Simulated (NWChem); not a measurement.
# GeCl₄; SMILES [Cl][Ge]([Cl])([Cl])[Cl]

Q: Give the equilibrium geometry at B3LYP/6-31G* (spherical d) (NWChem) as a list of bonds and angles, with the point group.

A: point group Td; any orientation.
Bond lengths (Å): Cl1–Ge2 2.150, Ge2–Cl3 2.150, Ge2–Cl4 2.150, Ge2–Cl5 2.150. Bond angles (°): Cl1–Ge2–Cl3 109.5, Cl1–Ge2–Cl4 109.5, Cl1–Ge2–Cl5 109.5, Cl3–Ge2–Cl4 109.4, Cl3–Ge2–Cl5 109.5, Cl4–Ge2–Cl5 109.5.
